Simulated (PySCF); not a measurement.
Two species compared at the same levels of theory.

First species: C₈H₁₀.
Geometry (PBE0-D3(BJ)/def2-SVP, Å), atoms numbered from 1 in this order:
```xyz
18
C8H10 angstrom
C     -2.7373   -0.4981    1.5900
C     -1.6052   -0.3018    0.9217
C     -0.3471   -1.1152    0.7303
C     -0.0818   -0.2950   -0.5671
C      1.2666    0.1601   -0.8480
C      2.3958    0.5472   -1.0652
C      3.7494    1.0128   -1.3203
C     -1.1416    0.7349   -0.0742
H     -2.8766   -1.3811    2.2203
H     -3.5645    0.2148    1.5281
H     -0.4417   -2.2071    0.6321
H      0.4115   -0.8924    1.4984
H     -0.4814   -0.8440   -1.4355
H      4.4893    0.2266   -1.1012
H      3.9955    1.8855   -0.6946
H      3.8792    1.3093   -2.3732
H     -0.6569    1.5944    0.4171
H     -1.8669    1.1112   -0.8112
```

Second species: 4-bromopyridine, C5H4BrN.
InChI=1S/C5H4BrN/c6-5-1-3-7-4-2-5/h1-4H

Levels: PBE0/def2-SVPD for dipole moment, HOMO energy, LUMO energy, HOMO–LUMO gap, static isotropic polarisability and electronic spatial extent ⟨r²⟩ about the centre of nuclear charge; TDDFT PBE0/def2-SVPD for lowest singlet excitation; PBE0-D3(BJ)/def2-SVP for rotational constant A and rotational constant C. Geometries: PBE0-D3(BJ)/def2-SVP. Each species is one conformer at its optimised geometry, gas phase, non-relativistic unless stated. Electronic properties by PySCF.

Values for the first species:

- Dipole moment: 0.65 D
- HOMO energy: -7.08 eV
- LUMO energy: 0.15 eV
- HOMO–LUMO gap: 7.23 eV
- Lowest singlet excitation: 6.32 eV
- Static isotropic polarisability: 97.7 au
- Electronic spatial extent ⟨r²⟩ about the centre of nuclear charge: 1452 bohr²
- Rotational constant A: 8.237 GHz
- Rotational constant C: 0.810 GHz

(1) Estimate the same properties for the second species, and the change in each.

## Answers

(1) 
```
                                                         property       first      second  second less first
                                                    dipole moment      0.65 D      0.74 D            +0.09 D
                                                      HOMO energy    -7.08 eV    -7.77 eV           -0.69 eV
                                                      LUMO energy     0.15 eV    -1.27 eV           -1.42 eV
                                                    HOMO–LUMO gap     7.23 eV     6.50 eV           -0.73 eV
                                        lowest singlet excitation     6.32 eV     4.84 eV           -1.48 eV
                                  static isotropic polarisability     97.7 au     84.5 au           -13.2 au
electronic spatial extent ⟨r²⟩ about the centre of nuclear charge  1452 bohr²  1195 bohr²         -257 bohr²
                                            rotational constant A   8.237 GHz   6.034 GHz         -2.203 GHz
                                            rotational constant C   0.810 GHz   0.850 GHz         +0.040 GHz
```

On the first: The principal polarisabilities are 69.8, 78.2 and 145.0 au; their mean is the isotropic value. In wavenumbers S1 is 51000 cm⁻¹ (1 eV = 8065.54 cm⁻¹).

On the second: The dipole equals about 2.5 × 10⁻³⁰ C·m (1 D = 3.33564 × 10⁻³⁰ C·m). No computed singlet falls in the visible range (750 to 380 nm, 1.65 to 3.26 eV); S1 lies 1.58 eV above its blue end. Relativistic effects, spin–orbit coupling among them, are left out although an element past zinc is present.
